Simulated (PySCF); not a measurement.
A structure optimised at B3LYP-D3(BJ)/def2-SVP, used in a PySCF frequency run:

```
Si
O 1 1.6859
H 1 1.4872 2 106.02
H 1 1.4887 3 109.96 2 119.71
H 1 1.4923 3 110.42 4 120.62
Te 2 1.9883 1 125.91 3 -163.58
Cl 6 2.3943 2 99.29 1 -65.88
```

Question: Write its SMILES and formula.

Answer: [SiH3]O[Te]Cl, ClH3OSiTe

Question: What are its rotational constants (standard atomic weights)?

Answer: 3.0124, 1.4782, 1.0327 GHz
